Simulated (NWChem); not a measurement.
# SbBr₂ cation; SMILES [Br][Sb+][Br]

This build's default masses of Se (78.918 u) and Br (79.917 u) are each other's, which moves their modes by up to 0.6 %. def2 effective core potentials on Sb; no spin-orbit coupling.

Task: Give the equilibrium geometry at PBE-D3(BJ)/def2-SVP with def2 effective core potentials on Sb (NWChem) as an XYZ file, with the point group.

Result: point group C2v; any orientation.
```
3

Sb     0.0000     0.0000     0.8850
Br    -1.9155     0.0000    -0.6586
Br     1.9155     0.0000    -0.6586
```
